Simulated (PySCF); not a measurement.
# Computed NMR parameters against published values

Geometry:
| atom | x (Å) | y (Å) | z (Å) |
| --- | --- | --- | --- |
| C1 | -2.312 | 0.527 | 0.581 |
| C2 | -1.398 | 0.049 | -0.545 |
| C3 | 0.018 | -0.163 | -0.087 |
| C4 | 0.961 | 0.868 | -0.081 |
| C5 | 2.243 | 0.624 | 0.400 |
| C6 | 2.544 | -0.656 | 0.865 |
| N7 | 1.663 | -1.653 | 0.866 |
| C8 | 0.443 | -1.405 | 0.403 |
| H9 | -3.341 | 0.679 | 0.221 |
| H10 | -2.343 | -0.205 | 1.402 |
| H11 | -1.956 | 1.480 | 1.002 |
| H12 | -1.409 | 0.782 | -1.368 |
| H13 | -1.789 | -0.893 | -0.963 |
| H14 | 0.689 | 1.860 | -0.457 |
| H15 | 3.002 | 1.410 | 0.413 |
| H16 | 3.544 | -0.884 | 1.251 |
| H17 | -0.261 | -2.247 | 0.410 |

Theory: GIAO PBE0/pcSseg-1 shieldings, PBE0-D3(BJ)/def2-SVP geometry, in PySCF 2.14 (isolated molecule, non-relativistic, equivalent nuclei averaged, one computed conformer).

Reference values: estimated from measurements, as parent shift plus tabulated substituent increment (solution, not stated per compound (mostly CDCl3 or CCl4); Pretsch, Buehlmann, Badertscher, Structure Determination of Organic Compounds, 4th ed. (2009)).
```tsv
atoms	quantity	reference	computed	computed, scaled
C8	δ ¹³C	149.4	156.0	150.2
C6	δ ¹³C	147.1	153.3	147.6
C3	δ ¹³C	139.1	144.4	139.0
C4	δ ¹³C	135.1	140.6	135.3
C5	δ ¹³C	123.2	128.1	123.2
H17	δ ¹H	8.46	8.64	8.42
H16	δ ¹H	8.42	8.64	8.42
H14	δ ¹H	7.48	7.50	7.33
H15	δ ¹H	7.19	7.18	7.03
```

Computed shifts are σ(ref) − σ with the named reference compound (TMS for H and C) calculated as an isolated molecule at the same level. The measured values may be among those fitted. Scaled to experiment by linear calibration (H and C: mostly CDCl3 data, vs TMS): ¹³C (scatter 1.9 ppm rms, 2.3 ppm with the 23 outliers that the fit left out); ¹H (scatter 0.21 ppm rms, 0.22 ppm with the 3 outliers that the fit left out). Occasional misses reach two or three times the rms, and more in compound classes unlike the fitted ones.

**Question.** How far are the unscaled ¹³C shifts from the references?

**Answer.** Mean signed difference +5.70 ppm, mean absolute 5.70 ppm over 5 comparisons; the largest is +6.6 ppm at C8 (aromatic CH next to a ring nitrogen).

**Question.** How far are the unscaled ¹H shifts from the references?

**Answer.** Mean signed difference +0.10 ppm, mean absolute 0.11 ppm over 4 comparisons; the largest is +0.22 ppm at H16 (hydrogen on an aromatic CH next to a ring nitrogen).

9 of the 18 published NMR values on file for this molecule are compared.
